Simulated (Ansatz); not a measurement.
`B/C=C(/C)F`, charge 0, multiplicity 1.

(1) Give a relaxed structure at PBE0-D4/def2-TZVP (Ansatz 0.2.0). (An estimate is asked.)

Results:

(1) Ansatz gave: 
Cartesian coordinates in Å:
```
B -0.899 0.341 -1.934
C 0.117 0.005 -0.851
C -0.145 0.019 0.465
C 0.770 -0.288 1.587
F -1.360 0.339 0.911
H -0.576 0.305 -3.085
H -2.020 0.641 -1.651
H 1.139 -0.270 -1.096
H 0.366 -1.114 2.180
H 0.847 0.577 2.251
H 1.760 -0.554 1.222
```
Point group Cs.
This is one stationary point; other conformers may exist.
